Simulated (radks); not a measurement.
Co4+, configuration [Ar] 3d5.

Calculated with a radial shooting solver on a logarithmic mesh with Libxc functionals: scalar-relativistic Kohn-Sham, revPBE, spin-polarised, spherical densities, point nucleus; open shells are filled with parallel spins first.

Energy parts (eV):
| part | energy |
|---|---|
| total | -37804.719 |
| kinetic | 38298.029 |
| electron-nucleus | -89156.967 |
| Hartree | 14633.714 |
| exchange-correlation | -1579.495 |

Orbitals (lengths in bohr, moments of r in powers of bohr; <r^-3> diverges for s and p1/2; r(max) is where P^2 peaks):
1s up: occ. 1; eigenvalue (eV) -7655.266; r(max) 0.03677; <1/r> 27.03
1s down: occ. 1; eigenvalue (eV) -7655.286; r(max) 0.03677; <1/r> 27.04
2s up: occ. 1; eigenvalue (eV) -962.9954; r(max) 0.2132; <1/r> 5.809
2s down: occ. 1; eigenvalue (eV) -959.8518; r(max) 0.2129; <1/r> 5.824
2p up: occ. 3; eigenvalue (eV) -833.2931; r(max) 0.1722; <r^-3> 547.8; <1/r> 5.699
2p down: occ. 3; eigenvalue (eV) -830.9395; r(max) 0.1719; <r^-3> 550.4; <1/r> 5.712
3s up: occ. 1; eigenvalue (eV) -165.0634; r(max) 0.6641; <1/r> 1.868
3s down: occ. 1; eigenvalue (eV) -158.3992; r(max) 0.6657; <1/r> 1.855
3p up: occ. 3; eigenvalue (eV) -127.7009; r(max) 0.6711; <r^-3> 73.50; <1/r> 1.739
3p down: occ. 3; eigenvalue (eV) -121.1350; r(max) 0.6737; <r^-3> 71.71; <1/r> 1.721
3d up: occ. 5; eigenvalue (eV) -68.2151; r(max) 0.6376; <r^-3> 7.478; <1/r> 1.463
3d down: occ. 0; eigenvalue (eV) -61.8033; r(max) 0.6476; <r^-3> 7.161; <1/r> 1.430
4s up: occ. 0; eigenvalue (eV) -45.9611; r(max) 1.825; <1/r> 0.6650
4s down: occ. 0; eigenvalue (eV) -43.6568; r(max) 1.858; <1/r> 0.6506
4p up: occ. 0; eigenvalue (eV) -37.1321; r(max) 2.040; <r^-3> 10.35; <1/r> 0.5903

The highest occupied level is 3d up at -68.215 eV. Spin moment in Bohr magnetons: 5. Summed over all electrons, <r^2> = 10.94 bohr^2, which gives a Langevin (diamagnetic) susceptibility term of -8.67 x 10^-6 cm^3/mol. The density falls to 0.001 e/bohr^3 at r = 2.46 bohr. For comparison, the ionisation energy in NIST's Atomic Spectra Database is 79.5 eV (semi-empirical). In exact Kohn-Sham theory the highest level is minus the ionisation energy, but local and semilocal functionals leave it too shallow, through self-interaction and a potential that decays too fast; potentials with the right tail come closer.
